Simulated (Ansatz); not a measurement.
Relaxation of Cl2FH3W (7 atoms, charge 0, multiplicity 1), to a largest force component of 0.02 eV/Å in at most 40 steps.

Method: Ansatz, RKS PBE0-D4/def2-SVP.

```xyz
7
Properties=species:S:1:pos:R:3
W 0.000 0.000 0.000
H 0.000 0.000 1.720
H 1.720 0.000 0.000
Cl 0.000 2.390 0.000
F -1.850 0.000 0.000
H 0.000 -1.720 0.000
Cl 0.000 0.000 -2.390
```

Where does it end, and by what steps?

It converged. After 7 steps the energy has fallen by 2.998 eV; W1 moved furthest, 0.52 Å.

```json
{"step": "0", "energy less start (eV)": "0.0000", "largest force component (eV/Å)": "3.556", "accepted": "yes"}
{"step": "1", "energy less start (eV)": "-1.1758", "largest force component (eV/Å)": "1.313", "accepted": "yes"}
{"step": "2", "energy less start (eV)": "-2.0403", "largest force component (eV/Å)": "1.775", "accepted": "yes"}
{"step": "3", "energy less start (eV)": "-2.7665", "largest force component (eV/Å)": "1.314", "accepted": "yes"}
{"step": "4", "energy less start (eV)": "-2.9724", "largest force component (eV/Å)": "0.459", "accepted": "yes"}
{"step": "5", "energy less start (eV)": "-2.9944", "largest force component (eV/Å)": "0.417", "accepted": "yes"}
{"step": "6", "energy less start (eV)": "-2.9976", "largest force component (eV/Å)": "0.169", "accepted": "yes"}
{"step": "7", "energy less start (eV)": "-2.9982", "largest force component (eV/Å)": "0.018", "accepted": "yes"}
```

```xyz
7
Properties=species:S:1:pos:R:3
W -0.306 0.295 -0.295
H 0.136 -0.112 1.252
H 1.291 -0.036 0.036
Cl 0.305 2.391 0.343
F -1.997 -0.274 0.274
H 0.136 -1.252 0.112
Cl 0.305 -0.343 -2.391
```

Run time: 28 s on 2 threads of Arm Neoverse V1 (shared host), peak memory 0.21 GiB.
